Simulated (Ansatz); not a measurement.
Job for Ansatz (a quantum-chemistry and plane-wave program): R-PBE0/def2-TZVPPD on H3ISi (SMILES [SiH3]I) with ghost functions, monomers drawn apart or pushed together. Elements past Kr take the def2 small-core potentials; no spin–orbit coupling. Files ending in .json are basis or fitting sets from the Basis Set Exchange.

Ansatz 0.2 input:
```yaml
crystal:
  periodic: [false, false, false]
  atoms:
    - {symbol: Si, position_ang: [0.20331064, -1.37407707, 1.33719304]}
    - {symbol: I, position_ang: [-0.54154177, 0.91006252, 0.81056812]}
    - {symbol: H, position_ang: [0.36378712, -2.10872982, 0.06698413]}
    - {symbol: H, position_ang: [-0.82273715, -2.01560807, 2.18061796]}
    - {symbol: H, position_ang: [1.48993111, -1.29052714, 2.05362554]}
basis:
  gaussian:
    orbitals: def2-TZVPPD.json
    ghost_atoms:
      - {symbol: C, position_ang: [0.30600602, -0.63220180, 7.98137149]}
      - {symbol: H, position_ang: [-0.55161456, -1.28795186, 7.83721169]}
      - {symbol: H, position_ang: [1.22531406, -1.20981957, 7.89303326]}
      - {symbol: H, position_ang: [0.29329351, 0.15180760, 7.22579412]}
      - {symbol: H, position_ang: [0.25525360, -0.18267547, 8.97199840]}
hamiltonian:
  xc: {name: PBE0}
scf: {lower_state_search: off}
```

The head of its log:

```
WARN ansatz: RAYON_NUM_THREADS=1 ignored (pool sized by the plan → 1); use --threads N
Functional definition: PBE0
these checks for a lower state are left out or cut short: stability, starts, cluster_reference, orbital_swaps, neighbouring_geometries, increment
integrals: 0.17 GiB planned
1322 factors; their error is unknown
mean field: 1.35 GiB planned
mean field evaluation 1: about -16025.0604 eV, gradient 9.3e0 eV
mean field evaluation 2: about -16025.2119 eV, gradient 7.1e0 eV
```

**Question.** Give the final energy of this run.

**Answer.** -588.9293 hartree.
